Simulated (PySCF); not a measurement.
Compound: SiF₄.
Cartesian coordinates in Å at the PBE0-D3(BJ)/def2-SVP level; atoms count from 1:
```xyz
5
SiF4 angstrom
Si     0.0000   -0.0001   -0.0003
F      0.0223   -0.0084    1.5856
F      1.4876    0.0083   -0.5501
F     -0.7592    1.2956   -0.5110
F     -0.7507   -1.2955   -0.5242
```

Level of theory: delta-SCF UKS SCAN, pcX-2 on the ionised atom, pcseg-1 elsewhere, spin-free X2C (PySCF 2.14.0). The ground state was rerun for each ionised atom, in the same mixed basis as its hole state.

```csv
ionised atom,basis functions,E(ground) (Eh),binding energy (eV)
F2,105,-689.90880,694.470
Si1,116,-689.95698,1852.467
```

Problem. Fill in the total energy of each core-ionised state.

Solution. With binding energy = E(ionised) − E(ground) and 27.2114 eV a hartree:

```tsv
atom	binding energy (Eh)	E(ionised) (Eh)
F2	25.5213	-664.3875
Si1	68.0769	-621.8801
```

Problem. How much do the ground-state energies differ, and what would follow from using one of them for all holes?

Solution. They run from -689.9570 Eh (core basis on Si1) to -689.9088 Eh (on F2), 0.0482 Eh or 1.31 eV apart, for one and the same state in different bases and grids. Pairing the ion of F2 with the ground state of Si1 would put its binding energy 1.31 eV too high.

Only 1s holes are shown. The first atom of each set that the bonding makes equivalent was ionised and stands for the set. Geometry: PBE0-D3(BJ)/def2-SVP; no solvent, vibrations or thermal averaging.

The run took 5.3 s wall on one thread of an Arm Neoverse V2, no GPU, on a shared host.
